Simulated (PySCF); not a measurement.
AlH3, SMILES [AlH3+] (connectivity only; charge and spin as stated), charge +1, multiplicity 2. Atoms are numbered in the order given.

```xyz
4

Al     0.0000     0.0000     0.0809
H      0.0000     0.8804    -1.3384
H      0.0000    -0.8804    -1.3384
H      0.0000     0.0000     1.6250
```
Charge +1, spin multiplicity 2.

The structure is a stationary point at ωB97X-D3(BJ)/def2-TZVPD.

The numbers are results of B3LYP/pcH-1 (PySCF), not measurements.

Unrestricted Kohn–Sham, ⟨S²⟩ = 0.758. Hyperfine tensors hold the contact and dipolar terms, without spin-orbit corrections.

Computed hyperfine couplings:
```tsv
nucleus	A(iso) (MHz)	A(iso) (G)	dipolar principal values (MHz)
27Al no. 1	-141.6	-50.5	-44.1, -35.2, 79.3
1H no. 2	800.7	285.7	-7.8, -4.9, 12.7
1H no. 3	800.7	285.7	-7.8, -4.9, 12.7
1H no. 4	-53.4	-19.1	-3.9, -1.6, 5.5
```

### Question
And the g tensor (effective nuclear charges for spin-orbit coupling, GIAO)? (The exact figures need the calculation; the answer reports its results.)

### Answer
principal values 1.9997, 2.0028, 2.0057; isotropic 2.0027.
